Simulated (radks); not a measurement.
Spherical quantum dot in the effective-mass picture: electrons in a hard-walled sphere of radius 2.96, with a point charge +1 (a donor) at the centre, all in effective atomic units (hartree* = m*/eps^2 hartree, bohr* = eps/m* bohr), one dielectric constant everywhere. Method: non-relativistic Kohn-Sham, PBEsol, spin-polarised, spherical densities; computed with a radial shooting solver with Libxc functionals. Levels are named by radial order and angular momentum (1s, 1p, 1d, 2s, ...), and open shells are averaged over m.

N = 27, configuration 1s2 1p6 1d10 2s(up 1, down 0) 1f(up 7, down 1). This is the lowest configuration that the search found. Occupied and some empty levels:

| level | occupation | eigenvalue (hartree*) | <r> (bohr*) |
|---|---|---|---|
| 1s up | 1 | 11.742 | 1.887 |
| 1s down | 1 | 11.841 | 1.904 |
| 1p up | 3 | 12.088 | 2.043 |
| 1p down | 3 | 12.180 | 2.039 |
| 1d up | 5 | 12.622 | 2.124 |
| 1d down | 5 | 12.715 | 2.120 |
| 2s up | 1 | 13.219 | 1.187 |
| 1f up | 7 | 13.337 | 2.185 |
| 1f down | 1 | 13.434 | 2.182 |
| 2s down | 0 | 13.448 | 1.224 |
| 1g up | 0 | 14.223 | 2.235 |
| 1g down | 0 | 14.322 | 2.233 |
| 2p up | 0 | 14.588 | 1.499 |
| 2p down | 0 | 14.705 | 1.522 |
| 2d up | 0 | 15.866 | 1.668 |
| 2d down | 0 | 15.948 | 1.676 |

Energy (hartree*): total 187.424, kinetic 57.089, external -14.321, Hartree 160.52, exchange-correlation -15.865.

Electron density:

| r (bohr*) | n(r) (e/bohr*^3) |
|---|---|
| 0.158 | 0.5382 |
| 0.306 | 0.3980 |
| 0.453 | 0.2957 |
| 0.600 | 0.2237 |
| 0.748 | 0.1770 |
| 0.895 | 0.1523 |
| 1.04 | 0.1477 |
| 1.19 | 0.1625 |
| 1.34 | 0.1966 |
| 1.48 | 0.2477 |
| 1.63 | 0.3113 |
| 1.78 | 0.3791 |
| 1.93 | 0.4363 |
| 2.07 | 0.4655 |
| 2.22 | 0.4493 |
| 2.37 | 0.3790 |
| 2.52 | 0.2635 |
| 2.66 | 0.1342 |
| 2.81 | 0.03567 |
| 2.96 | 0.00008091 |
